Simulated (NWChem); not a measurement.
## Polarisability of OPb

```xyz
2

Pb     0.0000     0.0000     0.1746
O      0.0000     0.0000    -1.7900
```
Charge 0, spin multiplicity 1.

Everything below was run with NWChem. Structure: optimised with PBE/def2-SVP with def2 effective core potentials on Pb, a minimum by its harmonic frequencies.

Basis set: def2-SVPD. Static limit.

Effective core potentials replace the inner electrons of Pb; spin-orbit coupling is left out. The correlated methods keep 5 core orbitals frozen. B3LYP has NWChem's definition, with VWN1-RPA local correlation. The structure started from a generated list of species. No row is a measurement; the coupled-cluster row has its own basis-set and correlation limits.

Problem. For the isotropic polarisability, HF gives 41.41 bohr³ and PBE gives 45.39 bohr³. What do B3LYP, BHandHLYP, CCSD linear response give?

Solution. B3LYP: 44.14 bohr³; BHandHLYP: 42.39 bohr³; CCSD linear response: 49.19 bohr³.
